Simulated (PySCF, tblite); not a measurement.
Compound: C7H13N.
Z-matrix (Å and degrees, GFN2-xTB geometry), rows numbered from 1:
```
C 
C   1  1.3393
C   2  1.4663  1  119.26
C   3  1.3289  2  124.80  1   147.89
C   4  1.4911  3  124.55  2  -177.38
N   2  1.3978  1  124.30  3   174.16
C   6  1.4472  2  117.14  1   129.05
C   6  1.4424  2  117.71  1    -9.39
H   1  1.0751  2  120.43  3    -0.71
H   1  1.0741  2  123.44  3  -178.41
H   3  1.0822  2  115.32  1   -28.22
H   4  1.0817  3  119.68  2     1.59
H   5  1.0877  4  111.18  3    -1.39
H   5  1.0904  4  110.15  3   119.25
H   5  1.0907  4  110.38  3  -122.32
H   7  1.0997  6  111.60  2   -85.67
H   7  1.0864  6  110.16  2    34.93
H   7  1.0917  6  109.28  2   154.68
H   8  1.0885  6  109.32  2   -48.61
H   8  1.0994  6  113.17  2    73.13
H   8  1.0911  6  108.31  2  -166.85
```

Computed, not measured: PBE0/pcSseg-1 in PySCF (dipole) on a GFN2-xTB geometry, gas phase.

Take the most abundant isotopes and a rigid rotor. The values belong to one conformer with, in the numbering `[CH2:1]=[C:2](/[CH:3]=[CH:4]/[CH3:5])[N:6]([CH3:7])[CH3:8]`, C1–C2–C3–C4 148°.

(1) Give the principal moments of inertia and the rotational constants in GHz.

(2) What kind of rotor is it?

(3) What does the inertial defect say?

(4) Give the other two planar moments, Paa and Pbb, and the rms extents of the mass along the axes.

(5) Give the coordinates in the principal-axis frame, origin at the centre of mass.

(6) Where do the levels up to J = 5 lie, in MHz?

(7) Predict some low-J microwave lines.

(8) Estimate the classical rotational partition function at 50 K, 100 K and 500 K.

Answers

(1) Ia = 148.64, Ib = 396.54, Ic = 493.81 u·Å²; 505379 MHz·u·Å²/I gives 3400, 1274 and 1023 MHz, that is A = 3.3999, B = 1.2745, C = 1.0234 GHz.

(2) An asymmetric top: κ = (2 × 1274 − 3400 − 1023)/(3400 − 1023) = -0.79.

(3) Not planar: Δ = Ic − Ia − Ib = -51.38 u·Å². For a rigid frame Δ = −2 Σ m c², so Σ m c² = 25.69 u·Å² lies off the ab plane: 10.50 from hydrogen and 15.19 from heavier atoms. The atom farthest from that plane is 1.57 Å away.

(4) Paa = Σ m a² = (Ib + Ic − Ia)/2 = 370.85 and Pbb = Σ m b² = (Ia + Ic − Ib)/2 = 122.95 u·Å². With the mass M = 111.10 u, the rms extents √(P/M) along a, b and c are 1.83, 1.05, 0.48 Å.

(5) The sense of each axis is arbitrary; atoms in the order of the calculation.
```
atom  mass (u)   a (Å)   b (Å)   c (Å)
  C1    12.000  -1.050  -1.912   0.205
  C2    12.000  -0.444  -0.720   0.140
  C3    12.000   1.014  -0.648   0.284
  C4    12.000   1.793   0.245  -0.317
  C5    12.000   3.280   0.278  -0.211
  N6    14.003  -1.092   0.478  -0.175
  C7    12.000  -0.889   1.594   0.724
  C8    12.000  -2.452   0.400  -0.647
  H9     1.008  -0.475  -2.809   0.349
 H10     1.008  -2.109  -2.045   0.084
 H11     1.008   1.459  -1.433   0.882
 H12     1.008   1.349   1.004  -0.947
 H13     1.008   3.645  -0.510   0.444
 H14     1.008   3.730   0.153  -1.196
 H15     1.008   3.611   1.242   0.179
 H16     1.008  -1.595   1.569   1.567
 H17     1.008   0.122   1.577   1.120
 H18     1.008  -1.042   2.528   0.179
 H19     1.008  -2.517  -0.349  -1.435
 H20     1.008  -3.172   0.150   0.145
 H21     1.008  -2.727   1.370  -1.064
```

(6) Above 0(0,0):
J = 1: 1(0,1) 2298, 1(1,1) 4423, 1(1,0) 4674
J = 2: 2(0,2) 6873, 2(1,2) 8768, 2(1,1) 9521, 2(2,1) 15898, 2(2,0) 15919
J = 3: 3(0,3) 13684, 3(1,3) 15273, 3(1,2) 16778, 3(2,2) 22791, 3(2,1) 22895, 3(3,1) 34059, 3(3,0) 34060
J = 4: 4(0,4) 22674, 4(1,4) 23923, 4(1,3) 26426, 4(2,3) 31967, 4(2,2) 32272, 4(3,2) 43289, 4(3,1) 43297, 4(4,1) 59011, 4(4,0) 59011
J = 5: 5(0,5) 33782, 5(1,5) 34704, 5(1,4) 38440, 5(2,4) 43410, 5(2,3) 44095, 5(3,3) 54840, 5(3,2) 54870, 5(4,2) 70547, 5(4,1) 70548, 5(5,1) 90763, 5(5,0) 90763
The levels of one J sum to (2J + 1)J(J + 1)(A + B + C)/3.

(7) The dipole components are |μa| = 0.06 D, |μb| = 1.11 D, |μc| = 0.10 D. The squared components, which scale the intensities, stand as 0.00 : 1.00 : 0.01 (a : b : c). Some lines, for components of 0.1 D or more:

```tsv
type	branch	J(Ka,Kc)	MHz	lower level (cm⁻¹)
b	Q	1(1,0) ← 1(0,1)	2377	0.077
b	R	2(0,2) ← 1(1,1)	2449	0.148
b	Q	2(1,1) ← 2(0,2)	2648	0.229
b	R	1(1,1) ← 0(0,0)	4423	0.000
b	Q	2(2,0) ← 2(1,1)	6397	0.318
b	R	2(1,2) ← 1(0,1)	6470	0.077
b	Q	2(2,1) ← 2(1,2)	7130	0.292
b	R	2(2,1) ← 1(1,0)	11223	0.156
b	R	2(2,0) ← 1(1,1)	11495	0.148
```

(8) Point group C1, symmetry number σ = 1; q = (√π/σ)·√((kT/h)³/(ABC)), k/h = 20836.6 MHz/K: 28300 at 50 K, 80100 at 100 K, 895000 at 500 K.

Its GFN2-xTB frequencies are all real (lowest 78 cm⁻¹). Zero-point vibration and centrifugal distortion are left out. A rigid rotor knows nothing of internal rotation, which can split or shift real lines. Quadrupole hyperfine structure (14N) is left out.
